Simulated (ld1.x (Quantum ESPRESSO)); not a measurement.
**iron (Fe): excitation energies, all-electron against PAW**

```json
{
  "Element": "Fe (Z = 26)",
  "Generator": "ld1.x (Quantum ESPRESSO) 7.5",
  "Type": "PAW",
  "Functional": "PBEsol",
  "Relativity": "scalar-relativistic",
  "Frozen core": "[Ne]",
  "Valence charge": "16",
  "Reference configuration": "3s2 3p6 3d6 4s1.75 4p0.25",
  "Partial waves": "3s (bound): rcut 1.20, rcutus 1.35 bohr; 4s (bound): rcut 1.20, rcutus 1.35 bohr; 3p (bound): rcut 1.35, rcutus 1.45 bohr; 4p (bound): rcut 1.35, rcutus 1.45 bohr; 3d (bound): rcut 0.80, rcutus 1.10 bohr; 3d channel at 1.25 Ry: rcut 0.80, rcutus 1.10 bohr",
  "Local potential": "all-electron potential smoothed inside 1.25 bohr (lloc = -2)",
  "Core correction": "a·sin(br)/r model core, default radius (ld1.x builds one for every PAW set, though the input has nlcc=.false.)",
  "Augmentation charge": "PSQ, inside the norm-conserving radii"
}
```

Energies are relative to the spin-unpolarised reference configuration 3s2 3p6 3d6 4s1.75 4p0.25; without spin polarisation the order of configurations can differ from experiment.

| valence configuration | charge | ΔE all-electron (eV) | error AE − PS (meV) |
| --- | --- | --- | --- |
| 3s2 3p6 3d6 4s2 4p0 | 0 | -1.010 | +0.1 |
| 3s2 3p6 3d6 4s1 4p0 | +1 | 7.735 | -0.7 |
| 3s2 3p6 3d7 4s0 4p0 | +1 | 5.583 | -2.0 |
| 3s2 3p6 3d5 4s0 4p0 | +3 | 58.038 | -3.3 |
| 3s1 3p6 3d6 4s2 4p0 | +1 | 100.621 | -17 |
| 3s2 3p6 3d7 4s1 4p0 | 0 | -1.811 | -0.9 |

(1) What are ΔE and the potential's error for 3s2 3p6 3d6 4s0 4p0?

Levels in the configuration 3s2 3p6 3d7 4s0 4p0:

```
level  all-electron (eV)  pseudo (eV)
   3s            -96.873      -96.875
   3p            -63.207      -63.209
   3d            -11.468      -11.468
```

## Answers

(1) ΔE = 23.850 eV all-electron; the error (AE − PS) is -2.1 meV.
